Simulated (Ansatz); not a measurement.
C2H6AlCl (SMILES [CH3][Al]([CH3])[Cl]), singlet, geometry from GFN2-xTB (such geometries of metal compounds can be far from the true shape). Base run: MP2/def2-SV(P) (Ansatz, a first-principles code).

The Ansatz input:
Ansatz 0.2 input:
```yaml
crystal:
  periodic: [false, false, false]
  atoms:
    - {symbol: Al, position_ang: [0.19336810, -0.22362314, 0.20469739]}
    - {symbol: C, position_ang: [2.04881583, -0.63261564, -0.39867224]}
    - {symbol: H, position_ang: [2.55571720, -1.37044326, 0.22610362]}
    - {symbol: H, position_ang: [2.67493413, 0.26590339, -0.40733043]}
    - {symbol: H, position_ang: [2.05971573, -1.01409035, -1.42528396]}
    - {symbol: C, position_ang: [-0.68671713, -0.95115699, 1.83877495]}
    - {symbol: H, position_ang: [-1.53792036, -1.59181966, 1.58505454]}
    - {symbol: H, position_ang: [-1.09258753, -0.14857686, 2.46389001]}
    - {symbol: H, position_ang: [-0.01687042, -1.54313835, 2.46532995]}
    - {symbol: Cl, position_ang: [-0.90172744, 1.04775891, -0.95349682]}
basis:
  gaussian:
    orbitals: def2-SV_P_.json
magnetization: {spin_polarized: false}
correlation: {method: mp2}
```
The basis file holds def2-SV(P) in the JSON format of the Basis Set Exchange.

Each row names what was changed in the base input (with any setting that the change needs).

```csv
change,ΔE vs base (kcal/mol),MP2 correlation (Eh),basis functions
base,0.000,-0.44161,76
method = bccd_t,-38.30,-0.44161,76
method = ccsd_t,-38.25,-0.44161,76
reference functional = pbe0,-4.09,-,76
method = bccd,-30.70,-0.44161,76
method = rpa,-48.99,-,76
method = ccsd,-31.12,-0.44161,76
lower_state_search = off,0.000,-0.44161,76
electrons = outside_noble_gas,0.000,-0.44161,76
"fitting = cc-pVTZ-JKFIT (mean field), cc-pVTZ-RIFIT (correlation)",0.040,-0.44156,76
```
